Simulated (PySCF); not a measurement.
# One molecule, several mistakes: H2O2Si

These are calculations, not measurements. They come from PySCF 2.14.0, an open-source quantum chemistry program, on an isolated molecule that a program drew, which may never have been made. The molecule is H2O2Si (charge 0, singlet), drawn as the SMILES string `O[Si]O`.

Each row is a Hartree-Fock (HF) and frozen-core CCSD(T) single point in the cc-pV(D+d)Z basis, meant for a local HF minimum. Run 1 is clean. Each other run has one planted mistake out of seven kinds, and not every kind appears here: one electron removed, one electron added, multiplicity raised by two, geometry at a saddle point, minimal basis STO-3G, one bond length entered in bohr, all coordinates scaled. The reference is restricted for singlets and unrestricted otherwise, and also for a bond in bohr. Adding or removing an electron swaps singlet and doublet. Electrons count all cores. HOMO and LUMO are orbital energies over both spins, the gradient is its largest component, and the lowest frequency (negative if imaginary) is given only where the gradient is small. Bond lengths are over the 4 bonds as drawn. T1 is the CCSD diagnostic: over 0.02 (restricted) or 0.045 (unrestricted) a single reference is doubtful.

Geometry of the clean run:
```xyz
5
H2O2Si, angstrom
O    -2.6486    0.1177   -0.2030
Si   -2.6477    0.6465   -1.7692
O    -1.1089    0.3444   -2.2921
H    -1.9036   -0.2639    0.2402
H    -0.4250   -0.0461   -1.7660
```

| run | electrons | basis functions | <S^2> | HOMO (eV) | LUMO (eV) | gradient (hartree/bohr) | lowest frequency (cm^-1) | mean bond (Å) | longest bond (Å) | T1 | HF (hartree) | CCSD(T) (hartree) | mistake |
|---|---|---|---|---|---|---|---|---|---|---|---|---|---|
| 1 | 32 | 61 | 0.000 | -9.74 | 2.41 | 1.7e-05 | 365 | 1.3001 | 1.653 | 0.0154 | -439.89119 | -440.37890 | no fault |
| 2 | 32 | 21 | 0.000 | -6.97 | 7.55 | 4.4e-02 | - | 1.3001 | 1.653 | 0.0214 | -434.43981 | -434.57442 | minimal basis STO-3G |
| 3 | 31 | 61 | 0.754 | -20.34 | -7.94 | 8.6e-02 | - | 1.3001 | 1.653 | 0.0197 | -439.56807 | -440.02629 | one electron removed |
| 4 | 32 | 61 | 0.000 | -9.40 | 2.73 | 4.5e-02 | - | 1.2494 | 1.589 | 0.0139 | -439.88236 | -440.36372 | all coordinates scaled |
| 5 | 32 | 61 | 2.003 | -6.78 | 0.22 | 2.2e-02 | - | 1.3001 | 1.653 | 0.0137 | -439.79390 | -440.24549 | ? |
| 6 | 32 | 61 | 0.966 | -6.87 | 1.42 | 1.5e-02 | - | 1.6678 | 3.124 | 0.0482 | -439.75341 | -440.20834 | ? |

**Which mistake was planted in run 5, and what did it cost?**

Electrons, basis and geometry are unchanged, and <S^2> is 2.003, beside S(S+1) = 2.00 for a multiplicity of 3. So the mistake is: multiplicity raised by two. Subtracting run 1 and multiplying by 627.51 kcal/mol a hartree, the energy moved by 61.1 kcal/mol in HF and 83.7 kcal/mol in CCSD(T).

**Which mistake was planted in run 6, and what did it cost?**

The mean bond changes by a factor of 1.283 and the longest by 1.890, so the molecule wasn't scaled as a whole. A length L in bohr read as angstrom grows by (1/0.5292 - 1) L = 0.890 L. The 4 bonds together grew by 4 x 0.3677 = 1.471 Å, which gives L = 1.653 Å. That is the length of one of the O-Si bonds, 1.653 Å in the clean geometry. So the mistake is: one bond length entered in bohr. Subtracting run 1 and multiplying by 627.51 kcal/mol a hartree, the energy moved by 86.5 kcal/mol in HF and 107.0 kcal/mol in CCSD(T).

Cautions from the logs. Run 2: T1 is over the limit, so its CCSD(T) energy is less reliable; run 6: T1 is over the limit, so its CCSD(T) energy is less reliable.
